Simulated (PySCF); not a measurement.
**Working out the ionisation energy of Rb⁷⁺**

Rb⁷⁺ [Ar] 3d10 4s2 (1S) → Rb⁸⁺ [Ar] 3d10 4s1 (2S). All numbers are calculated (PySCF 2.14, no relativity, point nucleus, in an uncontracted even-tempered set (19 s from 0.18 bohr⁻², ratio 2.5; 13 p from 0.23 bohr⁻², ratio 2.5; 10 d from 0.42 bohr⁻², ratio 2.5; 5 f from 1.7 bohr⁻², ratio 2.7; 5 g from 2.5 bohr⁻², ratio 2.7)). Frozen: [Ne]; the 32 highest virtual orbitals dropped. Energies in hartree (1 hartree = 27.21139 eV):

```csv
part,Rb⁷⁺ (lower),Rb⁸⁺ (upper)
UHF,-2924.855454,-2920.132026
MP2 opposite-spin,-0.633583,-0.574299
MP2 same-spin,-0.302669,-0.284769
```

Q: What does Hartree-Fock give?

A: (-2920.132026) − (-2924.855454) = 4.723428 hartree = 128.531 eV.

Q: What do MP2 and SCS-MP2 (6/5 opposite-spin, 1/3 same-spin) give?

A: The opposite-spin parts differ by 1.613 eV and the same-spin parts by 0.487 eV. MP2: 128.531 + (1.613) + (0.487) = 130.631 eV. SCS-MP2: 128.531 + 1.2 × (1.613) + (0.487)/3 = 130.629 eV.

A first-order spin-orbit estimate adds 0.000 eV to MP2 (outer shells), giving 130.631 eV against 132.79 ± 0.25 eV (semi-empirical (NIST evaluation); NIST Atomic Spectra Database, ionization energies).

The calculation is non-relativistic.

What remains against the reference includes basis incompleteness, the frozen core and correlation beyond second order.
